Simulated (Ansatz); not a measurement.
Compare A (`C=C[SiH](N)Cl`) with its isomer B (`C/C=N\[SiH2]Cl`).

Gas-phase electronic energies from Ansatz, PBE0-D4/def2-TZVP geometries. CCSD(T)/CBS adds triple-zeta CCSD(T) − MP2 to the extrapolated MP2 energy (def2 sets, frozen cores). DFT in def2-TZVPP. Each species was taken in one conformer, which may not be the lowest.

A:

Z-matrix (Å, degrees):
```
Si
C 1 1.850
Cl 1 2.077 2 107.5
N 1 1.703 2 108.9 3 -124.7
H 1 1.480 2 113.8 3 116.1
C 2 1.329 1 125.0 3 -1.3
H 2 1.090 1 116.5 3 178.8
H 4 1.008 1 120.1 2 48.9
H 4 1.007 1 120.2 2 -166.0
H 6 1.086 2 121.5 1 -0.0
H 6 1.086 2 121.9 1 -179.9
```

B:

Z-matrix (Å, degrees):
```
C
C 1 1.492
H 1 1.088 2 112.4
H 1 1.095 2 109.3 3 -122.0
H 1 1.095 2 109.3 3 122.1
N 2 1.256 1 128.4 3 0.0
H 2 1.101 1 114.2 3 -180.0
Si 6 1.698 2 141.0 1 -0.0
Cl 8 2.079 6 118.3 2 0.0
H 8 1.478 6 107.2 2 119.6
H 8 1.478 6 107.2 2 -119.5
```

Task: Which isomer does CCSD(T)/CBS put lower? Give the gap. (An estimate is asked.)

Result: The calculation gave: A, by 63.0 kJ/mol.

Task: Give E(B) − E(A) in kJ/mol with ωB97M-V, HF/def2-TZVPP, B2PLYP, CCSD(T)/def2-TZVPP, PBE0-D4, MP2/def2-TZVPP, r2SCAN-D4. (Estimate.)

Result: The calculation gave: ωB97M-V 58.6, HF/def2-TZVPP 50.5, B2PLYP 52.7, CCSD(T)/def2-TZVPP 58.3, PBE0-D4 52.1, MP2/def2-TZVPP 61.2, r2SCAN-D4 51.6. None reverses the order clearly.

Largest T1 diagnostic: 0.012.

In def2-TZVPP, CCSD(T) changes the Hartree–Fock value by +7.8 kJ/mol (the triples alone add −0.5 kJ/mol) and MP2 by +10.7 kJ/mol. From PBE to PBE0 (25 % exact exchange), in def2-TZVPP and without D4, E(B) − E(A) moves by +6.3 kJ/mol.
